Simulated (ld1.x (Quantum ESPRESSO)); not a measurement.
# osmium, PAW: configuration errors across variants

ld1.x (Quantum ESPRESSO) 7.5 input, shortened:

```
&input
   title='Os', zed=76., rel=1, dft='BLYP', iswitch=3,
   config='[Xe] 4f14 5d6 5f-2 6s0 6p0'
 /
 &inputp
   pseudotype=3, lpaw=.true., tm=.true., lloc=-1, rcloc=1.60,
   nlcc=.true., new_core_ps=.true.,
   which_augfun='GAUSS', rmatch_augfun=1.45
 /
8
5S  1  0   2.00   0.00  1.40  1.75  0.0
6S  2  0   0.00   0.00  1.40  1.75  0.0
5P  2  1   6.00   0.00  1.85  1.95  0.0
6P  3  1   0.00   0.00  1.85  1.95  0.0
5D  3  2   6.00   0.00  1.65  2.15  0.0
5D  3  2   0.00  -1.25  1.65  2.15  0.0
5F  4  3  -2.00  -0.20  1.80  2.10  0.0
5F  4  3  -2.00   2.15  1.80  2.10  0.0
 &test
   configts(1)='5s2 5p6 5d6 6s0 6p0'
 /
```

All-electron excitation energies from the reference (eV): (1) 5s2 5p6 5d6 6s2 6p0 -26.517; (2) 5s2 5p6 5d6 6s1 6p0 -16.985; (3) 5s2 5p6 5d5 6s0 6p0 28.765; (4) 5s2 5p6 5d7 6s0 6p0 -17.385; (5) 5s2 5p6 5d4 6s0 6p0 70.152; (6) 5s2 5p6 5d7 6s1 6p0 -26.130; (7) 5s1 5p6 5d6 6s2 6p0 71.601.

The overlap operator is not positive definite (basis up to 400 Ry) in “base”, “waves 5s (bound): rcut 1.06, rcutus 1.12 bohr; 6s (bound): rcut 1.06, rcutus 1.12 bohr”, “waves 5s (bound): rcut 1.24, rcutus 1.32 bohr; 6s (bound): rcut 1.24, rcutus 1.32 bohr”, “waves 5s (bound): rcut 1.40, rcutus 1.68 bohr; 6s (bound): rcut 1.40, rcutus 1.68 bohr”, “waves 5s (bound): rcut 1.40, rcutus 1.90 bohr; 6s (bound): rcut 1.40, rcutus 1.90 bohr”, “waves 5s (bound): rcut 1.40, rcutus 2.02 bohr; 6s (bound): rcut 1.40, rcutus 2.02 bohr”, “waves 5s (bound): rcut 1.40, rcutus 2.30 bohr; 6s (bound): rcut 1.40, rcutus 2.30 bohr”, “waves 5s (bound): rcut 1.40, rcutus 2.48 bohr; 6s (bound): rcut 1.40, rcutus 2.48 bohr”, “waves 5s (bound): rcut 1.40, rcutus 2.58 bohr; 6s (bound): rcut 1.40, rcutus 2.58 bohr”. Such files are unfit for use, however small their errors in these radial tests.

Tests that are not counted but printed errors over 1 eV. “waves 5s (bound): rcut 1.40, rcutus 2.02 bohr; 6s (bound): rcut 1.40, rcutus 2.02 bohr”: 5s2 5p6 5d4 6s0 6p0 (solver errors, printed error -1468 eV).

Errors AE − PS in meV (a dash: test not solved or not reliable):

| change | (1) | (2) | (3) | (4) | (5) | (6) | (7) | bound ghosts |
| --- | --- | --- | --- | --- | --- | --- | --- | --- |
| base | +16 | +7.8 | -9.1 | +0.4 | -37 | +5.9 | -88 | not determined (overlap not positive) |
| waves 5s (bound): rcut 1.06, rcutus 1.12 bohr; 6s (bound): rcut 1.06, rcutus 1.12 bohr | +35 | +15 | +42 | +23 | +158 | +5.0 | -72 | not determined (overlap not positive) |
| waves 5s (bound): rcut 1.24, rcutus 1.32 bohr; 6s (bound): rcut 1.24, rcutus 1.32 bohr | +9.6 | +5.9 | -9.0 | +0.4 | -37 | +4.8 | -75 | not determined (overlap not positive) |
| waves 5s (bound): rcut 1.40, rcutus 1.68 bohr; 6s (bound): rcut 1.40, rcutus 1.68 bohr | +13 | +6.9 | -9.2 | +0.4 | -38 | +5.4 | -90 | not determined (overlap not positive) |
| waves 5s (bound): rcut 1.40, rcutus 1.90 bohr; 6s (bound): rcut 1.40, rcutus 1.90 bohr | +19 | +8.4 | -9.0 | +0.4 | -37 | +5.9 | -83 | not determined (overlap not positive) |
| waves 5s (bound): rcut 1.40, rcutus 2.02 bohr; 6s (bound): rcut 1.40, rcutus 2.02 bohr | +18 | +8.2 | -9.0 | +0.4 | – | +5.1 | – | not determined (overlap not positive) |
| waves 5s (bound): rcut 1.40, rcutus 2.30 bohr; 6s (bound): rcut 1.40, rcutus 2.30 bohr | – | – | – | – | – | – | – | not determined (overlap not positive) |
| waves 5s (bound): rcut 1.40, rcutus 2.48 bohr; 6s (bound): rcut 1.40, rcutus 2.48 bohr | – | – | – | – | – | – | – | not determined (overlap not positive) |
| waves 5s (bound): rcut 1.40, rcutus 2.58 bohr; 6s (bound): rcut 1.40, rcutus 2.58 bohr | – | – | – | – | – | – | – | not determined (overlap not positive) |

(1) Give the same row for: waves 5s (bound): rcut 1.40, rcutus 1.54 bohr; 6s (bound): rcut 1.40, rcutus 1.54 bohr.

## Answers

(1) +6.6, +4.9, -9.2, +0.4, -38, +3.3, -102; bound ghosts: not determined (overlap not positive). Its overlap operator is not positive definite in a basis up to 400 Ry (lowest eigenvalue s -0.26, p -0.15), so the file is unfit for use: the generalised eigenproblem breaks down once the basis is large enough, and its test numbers describe a broken file.
